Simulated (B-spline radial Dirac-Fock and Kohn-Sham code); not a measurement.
# Bi⁺: non-radiative channels of the 3p3/2 vacancy

System: Bi⁺ in the configuration 1s2 2s2 2p6 3s2 3p6 3d10 4s2 4p6 4d10 4f14 5s2 5p6 5d10 6s2 6p2.

Method: one-electron (LDA, Dirac) transition rates at Dirac-Fock energies. Computed with a radial B-spline solver. Kinetic energies are configuration averages from the vacuum level; the two-hole energies are estimated from single-hole states.

```
transition  kinetic energy (eV)  width (meV)  share (%)
   M3-M5N4                78.85          696        6.5
   M3-M5N5                104.7          927        8.7
   M3-M4N6                281.0          216        2.0
   M3-M4N7                285.1          314        2.9
   M3-M4O3                361.8          107        1.0
   M3-M5N6                387.5         2460       23.1
   M3-M5N7                394.4         2990       28.0
   M3-M5O1                395.3          233        2.2
   M3-M5O2                444.1          227        2.1
   M3-M5O3                470.0          272        2.5
   M3-M5O4                541.9         72.5        0.7
   M3-M5O5                545.4          105        1.0
   M3-N1N3               1508.3         71.9        0.7
   M3-N2N3               1637.7         89.6        0.8
   M3-N3N3               1766.5          117        1.1
   M3-N3N4               1983.0          174        1.6
   M3-N3N5               2009.6          226        2.1
   M3-N2N7               2165.1         54.4        0.5
   M3-N3N6               2289.7          158        1.5
   M3-N3N7               2295.9          181        1.7
   M3-N4N7               2511.1         48.8        0.5
   M3-N5N6               2530.1         40.1        0.4
   M3-N6N7               2818.1          174        1.6
   M3-N7N7               2824.2         69.0        0.6
```

Coster-Kronig rates are the weakest part of this model and often come out 1.5 to 2.5 times too large. The listed channels hold 94 % of the non-radiative rate. Summed by principal shells, of 10.7 eV in all: MMN 71.3 %, MNN 14.7 %, MMO 10.5 %, MNO 2.7 %, MMP 0.6 %.
